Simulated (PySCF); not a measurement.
From one molecule to another.

First species: CH3CH2CH2CHFCH3, C5H11F.
Numbering: `[CH3:1][CH2:2][CH2:3][C@@H:4]([CH3:5])[F:6]` (hydrogens: H7, H8, H9 on C1; H10, H11 on C2; H12, H13 on C3; H14 on C4; H15, H16, H17 on C5)

Second species: C₅H₉O₂P.
Cartesian coordinates in Å at the GFN2-xTB level; atoms count from 1:
```xyz
17
C5H9O2P angstrom
C      2.7993   -0.8435   -0.0052
C      1.8688   -0.5414    0.6844
C      0.7253   -0.1834    1.4813
P     -0.7715    0.1369    0.4455
C     -1.0407   -1.3776   -0.5420
O     -1.9439    0.5615    1.2269
C     -0.2918    1.4531   -0.7717
O     -1.4532    1.8291   -1.4539
H      3.6256   -1.1056   -0.5955
H      0.9172    0.7241    2.0623
H      0.4648   -0.9866    2.1776
H     -1.4503   -2.1414    0.1163
H     -1.7718   -1.1475   -1.3152
H     -0.1150   -1.7225   -0.9920
H      0.1529    2.3017   -0.2279
H      0.4252    1.0890   -1.5080
H     -2.1480    1.9663   -0.7928
```

Levels: wB97X-D/def2-SVPD for dipole moment, HOMO energy, LUMO energy, HOMO–LUMO gap, static isotropic polarisability and electronic spatial extent ⟨r²⟩ about the centre of nuclear charge; TDDFT wB97X-D/def2-SVPD for lowest singlet excitation; TDA wB97X-D/def2-SVPD for lowest triplet excitation (Tamm–Dancoff); GFN2-xTB for rotational constant A and rotational constant C. Geometries: GFN2-xTB. Each structure is a single optimised conformer of the isolated species, non-relativistic unless stated. Electronic properties by PySCF.

The conformers computed, where there is a choice (atom-mapped SMILES and torsion angles):
- `[CH3:1][CH2:2][CH2:3][C@@H:4]([CH3:5])[F:6]`: C1–C2–C3–C4 180°, C2–C3–C4–C5 178°
- `[CH:1]#[C:2][CH2:3][P@@:4]([CH3:5])(=[O:6])[CH2:7][OH:8]`: C2–C3–P4–C5 56°, C3–P4–C7–O8 -173°, H–O8–C7–P4 47°

Values for the first species:

| Property | Result |
| --- | --- |
| Dipole moment | 1.82 D |
| HOMO energy | -10.80 eV |
| LUMO energy | 2.45 eV |
| HOMO–LUMO gap | 13.25 eV |
| Lowest singlet excitation | 9.12 eV |
| Lowest triplet excitation (Tamm–Dancoff) | 9.00 eV |
| Static isotropic polarisability | 63.4 au |
| Electronic spatial extent ⟨r²⟩ about the centre of nuclear charge | 833 bohr² |
| Rotational constant A | 7.356 GHz |
| Rotational constant C | 1.516 GHz |

Estimate the same properties for the second species, and the change in each.

```json
{"property": "dipole moment", "first": "1.82 D", "second": "3.48 D", "second less first": "+1.66 D"}
{"property": "HOMO energy", "first": "-10.80 eV", "second": "-9.52 eV", "second less first": "+1.28 eV"}
{"property": "LUMO energy", "first": "2.45 eV", "second": "1.96 eV", "second less first": "-0.49 eV"}
{"property": "HOMO–LUMO gap", "first": "13.25 eV", "second": "11.48 eV", "second less first": "-1.77 eV"}
{"property": "lowest singlet excitation", "first": "9.12 eV", "second": "6.65 eV", "second less first": "-2.47 eV"}
{"property": "lowest triplet excitation (Tamm–Dancoff)", "first": "9.00 eV", "second": "5.54 eV", "second less first": "-3.46 eV"}
{"property": "static isotropic polarisability", "first": "63.4 au", "second": "87.4 au", "second less first": "+24.0 au"}
{"property": "electronic spatial extent ⟨r²⟩ about the centre of nuclear charge", "first": "833 bohr²", "second": "1208 bohr²", "second less first": "+375 bohr²"}
{"property": "rotational constant A", "first": "7.356 GHz", "second": "2.477 GHz", "second less first": "-4.879 GHz"}
{"property": "rotational constant C", "first": "1.516 GHz", "second": "1.075 GHz", "second less first": "-0.441 GHz"}
```

On the first: The principal polarisabilities are 56.9, 59.7 and 73.6 au; their mean is the isotropic value. In wavenumbers S1 is 73600 cm⁻¹ (1 eV = 8065.54 cm⁻¹).

On the second: S1 lies 4.83 eV below the HOMO–LUMO gap; its leading configuration is HOMO−2→LUMO+1, weight 0.22, beside HOMO−1→LUMO+2, weight 0.16. In wavenumbers S1 is 53600 cm⁻¹ (1 eV = 8065.54 cm⁻¹).
